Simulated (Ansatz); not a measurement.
Ansatz results at the PBE0-D4/def2-TZVP geometry: size of the dipole moment (B3LYP/def2-TZVPP) 0.20 D; size of the dipole moment (ωB97M-V/def2-TZVPP) 0.22 D; ideal-gas entropy at 298 K and 1 bar (rigid rotor, harmonic PBE0-D4/def2-TZVP) 225 J/(mol·K).

Problem. Which molecule gave them?
A. `N#C[SiH2]`•
B. `[O][Si](O)(Cl)Cl`•
C. `[NH][SiH](Cl)Cl`•
D. `[AsH2]`•

Solution. D. The others give `[O][Si](O)(Cl)Cl`•: 1.73, 1.68, 346; `N#C[SiH2]`•: 3.47, 3.49, 276; `[NH][SiH](Cl)Cl`•: 0.49, 0.54, 335.

B3LYP here is the variant with VWN-RPA as its local correlation; programs differ in this.
